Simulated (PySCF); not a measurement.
H3NZn (SMILES [NH2][ZnH]), singlet, geometry from GFN2-xTB (such geometries of metal compounds can be far from the true shape), with bond 2-1 at 1.4 times its length; CASSCF(6,6)/def2-SVP (PySCF).

Here is a job for PySCF.
```python
from pyscf import gto, scf, mcscf
import numpy

mol = gto.M(
    atom='''
Zn   -0.197554   -0.032555   -0.344318
H    -1.527784   -0.261362   -1.919658
N     0.690192    0.113541    1.218091
H     1.269720   -0.602420    1.626011
H     0.973280    0.980271    1.646453
''',
    basis='def2-svp',
    charge=0,
    spin=0,
    verbose=4,
)

mf = scf.RHF(mol)
mf.kernel()
mc = mcscf.CASSCF(mf, 6, 6)
mc.fix_spin_(ss=0.0)
mc = mc.newton()
mc.kernel()
occ = numpy.linalg.eigvalsh(mc.fcisolver.make_rdm1(mc.ci, mc.ncas, mc.nelecas))[::-1]
ss = mc.fcisolver.spin_square(mc.ci, mc.ncas, mc.nelecas)[0]
print('natural occupations', occ.round(4), ' <S^2>', round(ss, 4))
```

It wrote (shortened):

```
PySCF version 2.14.0

[INPUT] verbose = 4
[INPUT] num. atoms = 5
[INPUT] num. electrons = 40
[INPUT] charge = 0
[INPUT] spin (= nelec alpha-beta = 2S) = 0
[INPUT] symmetry False subgroup None
[INPUT] Mole.unit = angstrom
[INPUT] Symbol           X                Y                Z      unit          X                Y                Z       unit  Magmom
[INPUT]  1 Zn    -0.197554000000  -0.032555000000  -0.344318000000 AA   -0.373322954812  -0.061520033985  -0.650666719758 Bohr   0.0
[INPUT]  2 H     -1.527784000000  -0.261362000000  -1.919658000000 AA   -2.887093337493  -0.493902599369  -3.627627872830 Bohr   0.0
[INPUT]  3 N      0.690192000000   0.113541000000   1.218091000000 AA    1.304273853366   0.214561393909   2.301858384798 Bohr   0.0
[INPUT]  4 H      1.269720000000  -0.602420000000   1.626011000000 AA    2.399423054883  -1.138408811960   3.072715465530 Bohr   0.0
[INPUT]  5 H      0.973280000000   0.980271000000   1.646453000000 AA    1.839232642517   1.852443717854   3.111345246969 Bohr   0.0

nuclear repulsion = 90.7554949192824
number of shells = 26
number of NR pGTOs = 118
number of NR cGTOs = 60
basis = def2-svp
ecp = {}

******** <class 'pyscf.scf.hf.RHF'> ********
method = RHF
initial guess = minao
damping factor = 0
level_shift factor = 0
DIIS = <class 'pyscf.scf.diis.CDIIS'>
diis_start_cycle = 1
diis_space = 8
diis_damp = 0
SCF conv_tol = 1e-09
SCF conv_tol_grad = None
SCF max_cycles = 50
direct_scf = True
direct_scf_tol = 1e-13
Set gradient conv threshold to 3.16228e-05
Initial guess from minao.
init E= -1833.12234615162
  HOMO = -0.277148197451359  LUMO = -0.0277132803066289  gap/eV = 6.78747
cycle= 1 E= -1833.61695185357  delta_E= -0.495  |g|= 0.316  |ddm|= 2.11
  HOMO = -0.315587475074289  LUMO = 0.0668970952084136  gap/eV = 10.40794
cycle= 2 E= -1833.64778504465  delta_E= -0.0308  |g|= 0.161  |ddm|= 0.485
  HOMO = -0.363378665320509  LUMO = 0.0670635555465369  gap/eV = 11.71293
cycle= 3 E= -1833.6543004884  delta_E= -0.00652  |g|= 0.0394  |ddm|= 0.15
  HOMO = -0.360199428334088  LUMO = 0.0712754420068489  gap/eV = 11.74103
cycle= 4 E= -1833.65505627816  delta_E= -0.000756  |g|= 0.00752  |ddm|= 0.0823
  HOMO = -0.360357115213048  LUMO = 0.0713712664987849  gap/eV = 11.74793
cycle= 5 E= -1833.65507622862  delta_E= -2e-05  |g|= 0.00357  |ddm|= 0.0113
  HOMO = -0.360488715431648  LUMO = 0.071221738090351  gap/eV = 11.74744
cycle= 6 E= -1833.65508011175  delta_E= -3.88e-06  |g|= 0.000886  |ddm|= 0.00427
  HOMO = -0.360462673093442  LUMO = 0.0712209338630467  gap/eV = 11.74671
cycle= 7 E= -1833.65508073713  delta_E= -6.25e-07  |g|= 0.000231  |ddm|= 0.00211
  HOMO = -0.360466232136649  LUMO = 0.0712299077161118  gap/eV = 11.74705
cycle= 8 E= -1833.65508078467  delta_E= -4.75e-08  |g|= 4.07e-05  |ddm|= 0.000672
  HOMO = -0.360472401832897  LUMO = 0.0712289340489516  gap/eV = 11.74719
cycle= 9 E= -1833.65508078596  delta_E= -1.29e-09  |g|= 1.03e-05  |ddm|= 0.000119
  HOMO = -0.360473070971764  LUMO = 0.0712283584569189  gap/eV = 11.74719
cycle= 10 E= -1833.65508078607  delta_E= -1.08e-10  |g|= 3.02e-06  |ddm|= 3.48e-05
  HOMO = -0.360473110462556  LUMO = 0.0712282438361909  gap/eV = 11.74719
Extra cycle  E= -1833.65508078607  delta_E= 4.55e-13  |g|= 1.49e-06  |ddm|= 6.67e-06
converged SCF energy = -1833.65508078607

******** <class 'pyscf.mcscf.newton_casscf.CASSCF'> ********
CAS (3e+3e, 6o), ncore = 17, nvir = 37
max_cycle_macro = 50
max_cycle_micro = 10
conv_tol = 1e-07
conv_tol_grad = None
orbital rotation max_stepsize = 0.03
augmented hessian ah_max_cycle = 30
augmented hessian ah_conv_tol = 1e-12
augmented hessian ah_linear dependence = 1e-14
augmented hessian ah_level shift = 1e-08
augmented hessian ah_start_tol = 500
augmented hessian ah_start_cycle = 3
augmented hessian ah_grad_trust_region = 3
kf_trust_region = 3
kf_interval = 5
natorb = False
canonicalization = True
internal_rotation = False
******** <class 'pyscf.fci.addons.SpinPenaltyFCISolver'> ********
max. cycles = 50
conv_tol = 1e-08
davidson only = True
linear dependence = 1e-12
level shift = 0.001
max iter space = 12
nroots = 1
pspace_size = 400
spin = None

WARN: SO-CASSCF (Second order CASSCF) is an experimental feature. Its performance is bad for large systems.

CASCI E = -1833.66468335929  dE = -1833.6647  S^2 = 0.0000000
Set conv_tol_grad to 0.000316228
macro 1 (20 JK  15 micro), CASSCF E = -1833.67903746797  dE = -0.01435  |grad|= 0.12  S^2 = 0.0000000
macro 2 (11 JK  7 micro), CASSCF E = -1833.67999684467  dE = -0.0009594  |grad|=0.0185  S^2 = 0.0000000
macro 3 (20 JK  15 micro), CASSCF E = -1833.68667570635  dE = -0.006679  |grad|=0.0671  S^2 = 0.0000000
macro 4 (18 JK  13 micro), CASSCF E = -1833.69366695688  dE = -0.006991  |grad|=0.0404  S^2 = 0.0000000
macro 5 (21 JK  16 micro), CASSCF E = -1833.69391309759  dE = -0.0002461  |grad|=0.0455  S^2 = 0.0000000
macro 6 (11 JK  7 micro), CASSCF E = -1833.69497373418  dE = -0.001061  |grad|=0.0128  S^2 = 0.0000000
macro 7 (11 JK  7 micro), CASSCF E = -1833.69617961314  dE = -0.001206  |grad|=0.0096  S^2 = 0.0000000
macro 8 (11 JK  7 micro), CASSCF E = -1833.69687389755  dE = -0.0006943  |grad|=0.00604  S^2 = 0.0000000
macro 9 (11 JK  7 micro), CASSCF E = -1833.69702589498  dE = -0.000152  |grad|=0.00518  S^2 = 0.0000000
macro 10 (11 JK  7 micro), CASSCF E = -1833.69733816578  dE = -0.0003123  |grad|=0.00781  S^2 = 0.0000000
macro 11 (10 JK  6 micro), CASSCF E = -1833.69762620596  dE = -0.000288  |grad|=0.00508  S^2 = 0.0000000
macro 12 (10 JK  6 micro), CASSCF E = -1833.69788064525  dE = -0.0002544  |grad|=0.00287  S^2 = 0.0000000
macro 13 (11 JK  7 micro), CASSCF E = -1833.69801141548  dE = -0.0001308  |grad|=0.0057  S^2 = 0.0000000
macro 14 (7 JK  4 micro), CASSCF E = -1833.69876707889  dE = -0.0007557  |grad|=0.00686  S^2 = 0.0000000
macro 15 (19 JK  14 micro), CASSCF E = -1833.71333485155  dE = -0.01457  |grad|=0.119  S^2 = 0.0000000
macro 16 (15 JK  10 micro), CASSCF E = -1833.71716107228  dE = -0.003826  |grad|=0.0152  S^2 = 0.0000000
macro 17 (16 JK  11 micro), CASSCF E = -1833.71723327574  dE = -7.22e-05  |grad|=0.00541  S^2 = 0.0000000
macro 18 (10 JK  6 micro), CASSCF E = -1833.7173606173  dE = -0.0001273  |grad|=0.00454  S^2 = 0.0000000
macro 19 (17 JK  11 micro), CASSCF E = -1833.71739924716  dE = -3.863e-05  |grad|=0.000489  S^2 = 0.0000000
macro 20 (18 JK  13 micro), CASSCF E = -1833.71739956608  dE = -3.189e-07  |grad|=4.72e-05  S^2 = 0.0000000
macro 21 (8 JK  5 micro), CASSCF E = -1833.71739956902  dE = -2.943e-09  |grad|=3.28e-05  S^2 = 0.0000000
newton CASSCF converged in 21 macro (50 KF 236 Hx) steps
CASSCF canonicalization
Density matrix diagonal elements [1.98070927 1.97869864 1.93469801 0.05823594 0.01791257 0.02974557]
CASSCF energy = -1833.71739956902
CASCI E = -1833.71739956902  E(CI) = -8.05122035136651  S^2 = 0.0000000
natural occupations [1.9826 1.9804 1.9324 0.0679 0.0201 0.0166]  <S^2> 0.0
```
